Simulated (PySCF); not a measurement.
Below is a simulated gas-phase C 1s photoelectron spectrum of `N#C[CH2][GeH2][O][SiH3]`.

Every computed line was given a Gaussian of 0.8 eV full width at half maximum and an area set by the number of equivalent atoms; the highest printed point is 100. Method: delta-SCF UKS SCAN, pcX-2 on the ionised atom, pcseg-1 elsewhere, spin-free X2C (PySCF).

binding energy (eV), intensity and a bar:
```
    290.8          0 
    290.9          0 
    291.0          1 
    291.1          2 #
    291.2          4 #
    291.3          8 ##
    291.4         14 ####
    291.5         24 #######
    291.6         36 ###########
    291.7         51 ###############
    291.8         67 ####################
    291.9         82 #########################
    292.0         94 ############################
    292.1        100 ##############################
    292.2        100 ##############################
    292.3         93 ############################
    292.4         81 ########################
    292.5         66 ####################
    292.6         50 ###############
    292.7         35 ###########
    292.8         23 #######
    292.9         14 ####
    293.0          8 ##
    293.1          4 #
    293.2          2 #
    293.3          1 
    293.4          0 
    293.5          0
```

Task: How many maxima does the curve show, and how many computed lines lie under it?

Result: The curve has 1 maximum (at 292.1 eV). Under it lie 2 lines from 2 inequivalent carbon sites. At this width some lines have no maximum of their own.

Task: Decompose the envelope and assign each component. Numbering: `[N:1]#[C:2][CH2:3][GeH2:4][O:5][SiH3:6]`.

Result: 
```
position (eV)  relative area  line  atoms                    environment
       291.99              1  C 1s     C3  sp3 carbon bound to germanium
       292.31              1  C 1s     C2                 nitrile carbon
```

Task: Above which line width would these two lines show one maximum?

Result: Two equal Gaussians merge once their distance is under 2σ = FWHM/1.177. With 0.32 eV between them that is a full width over 0.38 eV.

The listed C 1s values span 0.32 eV, from C3 (bonded to C, 2 H and Ge) to C2 (bonded to N (triple bond) and C).

No satellites, vibrations or lifetime broadening are included. One conformer (not necessarily the lowest) at the PBE0-D3(BJ)/def2-SVP geometry, without solvent, vibrations or thermal averaging.

Conformer computed: `[N:1]#[C:2][CH2:3][GeH2:4][O:5][SiH3:6]`: C2–C3–Ge4–O5 69°, C3–Ge4–O5–Si6 -95°.
